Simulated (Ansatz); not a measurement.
`BCI` and `B[CH2][GaH2]` differ in one atom or group.

Ansatz, PBE0-D4/def2-TZVP geometries, multiplicity 1. 

Elements past krypton have def2 core potentials. Scalar relativity is left out up to krypton.

| property | `BCI` |
| --- | --- |
| LUMO energy (PBE0/def2-TZVPP) / eV | -1.49 |
| size of the dipole moment (PBE/def2-TZVPP) / D | 1.49 |
| size of the dipole moment (ωB97M-V/def2-TZVPP) / D | 1.42 |
| HOMO energy (B3LYP/def2-TZVPP) / eV | -7.54 |
| HOMO–LUMO gap (PBE0/def2-TZVPP) / eV | 6.30 |
| HOMO–LUMO gap (B3LYP/def2-TZVPP) / eV | 5.80 |

**Question.** Give the same properties after the change, and the shifts. (Best estimate.)

**Answer.** Computed: 
```csv
property,`B[CH2][GaH2]`,shift
LUMO energy (PBE0/def2-TZVPP) / eV,-2.14,-0.65
size of the dipole moment (PBE/def2-TZVPP) / D,1.38,-0.11
size of the dipole moment (ωB97M-V/def2-TZVPP) / D,1.28,-0.14
HOMO energy (B3LYP/def2-TZVPP) / eV,-7.99,-0.45
HOMO–LUMO gap (PBE0/def2-TZVPP) / eV,6.07,-0.23
HOMO–LUMO gap (B3LYP/def2-TZVPP) / eV,5.59,-0.21
```

With PBE0 the HOMO falls by 0.43 eV and the LUMO falls by 0.65 eV, so the gap narrows by about 0.22 eV. PBE moves the HOMO by -0.44 eV and ωB97M-V by -0.41 eV. The zero-point energy changes by 30.9 kJ/mol with +6 modes. Dipoles are sizes alone; their direction can turn.

B3LYP here is the variant with VWN-RPA as its local correlation; programs differ in this.

Spin–orbit coupling is left out; it splits and shifts lone-pair levels of the heavy atoms by tenths of an eV.
